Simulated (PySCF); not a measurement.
**Solvent effects on NMR parameters**

Bonds (- single, = double, # triple, : aromatic): C1-C2, C2:C3, C3:C4, C4:C5, C5:C6, C6:C7, C7:N8, N8:C9, C9:C10, C10:C2, C9:C5. C1 carries H11, H12, H13; C3 carries H14; C4 carries H15; C6 carries H16; C7 carries H17; N8 carries H18; C10 carries H19.

GIAO PBE0/pcSseg-1 in PySCF on one PBE0-D3(BJ)/def2-SVP conformer, non-relativistic, equivalent nuclei averaged. Solvents enter as an IEF-PCM continuum (chloroform with ε = 4.7, dimethylsulfoxide with ε = 46.8) around the gas-phase geometry. Shifts are referred to TMS computed in the same medium.

In chloroform, δ in ppm: C9 139.3, C2 137.5, C5 129.9, C7 129.2, C3 126.8, C4 126.2, C10 115.6, C6 106.7, C1 23.9, H18 7.87, H15 7.82, H19 7.40, H17 7.30, H14 7.23. Dipole moment 2.66 D.

Question: How does each δ change in the more polar medium?

Answer: 
| atoms | environment | Δδ, dimethylsulfoxide |
| --- | --- | --- |
| C9 | ring-fusion aromatic carbon | +0.4 |
| C2 | substituted aromatic carbon | +0.5 |
| C5 | ring-fusion aromatic carbon | 0.0 |
| C7 | aromatic CH next to a ring nitrogen | +1.6 |
| C3 | aromatic CH | +0.1 |
| C4 | aromatic CH | 0.0 |
| C10 | aromatic CH | +0.9 |
| C6 | aromatic CH | -0.5 |
| C1 | methyl carbon on an aromatic ring | 0.0 |
| H18 | hydrogen on a pyrrole-type ring nitrogen | +0.31 |
| H15 | hydrogen on an aromatic CH | +0.05 |
| H19 | hydrogen on an aromatic CH | +0.15 |
| H17 | hydrogen on an aromatic CH next to a ring nitrogen | +0.14 |
| H14 | hydrogen on an aromatic CH | +0.05 |

Changes are relative to chloroform. The dipole moment becomes 2.96 D in dimethylsulfoxide.

Question: Which nuclei move most (in ppm), and what does the model miss?

Answer: C7 (aromatic CH next to a ring nitrogen, +1.6 ppm) in dimethylsulfoxide. A continuum only polarises the solute; specific hydrogen bonds, the anisotropy of aromatic solvents and changes of geometry or conformer are outside it.
